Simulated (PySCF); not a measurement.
A made-up structure of CH4GeO, singlet:

```xyz
7
angstrom
C -0.5726 -0.4253 -0.6621
O -0.8062 -0.5953 0.7321
Ge 0.6527 0.4796 0.4709
H -0.7093 -1.4183 1.2364
H -0.2499 -1.3227 -1.1907
H 0.4029 1.9110 0.9366
H 1.9452 -0.1819 0.9403
```

It is relaxed with PBE-D4/def2-SVP and then PBE0-D4/def2-TZVP (PySCF 2.14 with density fitting (its default auxiliary sets; JK sets also for MP2 and CCSD(T))). Atoms count as bonded within 1.22 times the sum of their covalent radii (H–H: 0.88 Å). The end point is not checked to be a true minimum.

Does its bonding change? (Judge from chemistry; the calculation decides.)

Computed: Yes. Formed: none; broken: O2–Ge3.

Where it ends: The first stage lowers the energy by 2.90 eV in 31 steps. It ends as CH₄GeO ([OH][CH][GeH2]):
C1  (-0.220, -0.662, 0.192)
O2  (-0.340, -1.568, 1.182)
Ge3  (0.845, 0.809, 0.247)
H4  (-0.634, -2.413, 0.829)
H5  (-0.628, -0.959, -0.774)
H6  (0.485, 1.826, -0.836)
H7  (1.219, 1.388, 1.611)
(Å)

Labels in which every atom is bracketed show which atoms are joined, not bond orders.

For scale, one of the runs: PBE0-D4/def2-TZVP relaxation, 134 basis functions, launched by `OMP_NUM_THREADS=2 python run.py`. The run took 37 s on 2 CPU threads of an AMD EPYC 9B45 (shared host), with 1.2 GiB of host memory at its peak.
